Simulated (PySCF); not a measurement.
# Ag⁺ (silver, charge +1) across methods

[Kr] 4d9 5p1, one real determinant (an excited configuration). Calculation: PySCF 2.14, in def2-QZVPPD with the def2 core potential (28 electrons) (7s5p4d4f2g, 88 functions); a scalar-relativistic core potential.

| method | E (hartree) | mean ε 4d α (eV) | mean ε 4d β (eV) | mean ε 5p α (eV) | Σ⟨r²⟩ (bohr²) | ⟨S²⟩ |
| --- | --- | --- | --- | --- | --- | --- |
| LDA | -146.0263 | -21.263 | -20.410 | -8.858 | 41.22 | 2.000 |
| r2SCAN | -146.3634 | -21.433 | -20.514 | -8.891 | 41.10 | 2.001 |
| BHandHLYP | -146.2386 | -25.239 | -24.309 | -9.741 | 41.49 | 2.001 |
| wB97X-V | -146.2881 | -25.657 | -24.863 | -10.871 | 41.43 | 2.001 |
| TPSSh | -146.2668 | -21.865 | -21.023 | -8.924 | 41.31 | 2.001 |
| PW91 | -146.3871 | -21.124 | -20.304 | -8.805 | 41.21 | 2.001 |
| UHF | -145.54394 | -28.767 | -27.587 | -10.522 | 42.27 | 2.002 |
| PBE | -146.3223 | -21.055 | -20.230 | -8.754 | 41.29 | 2.000 |

Q: Estimate the same row for PBE0.

A: E (hartree) = -146.3156; mean ε 4d α (eV) = -23.205; mean ε 4d β (eV) = -22.304; mean ε 5p α (eV) = -9.321; Σ⟨r²⟩ (bohr²) = 41.33; ⟨S²⟩ = 2.001.

⟨L²⟩ = 8.01 against 12 for a pure F term, so this real determinant mixes terms. Energies and moments cover only the electrons outside the core potential.
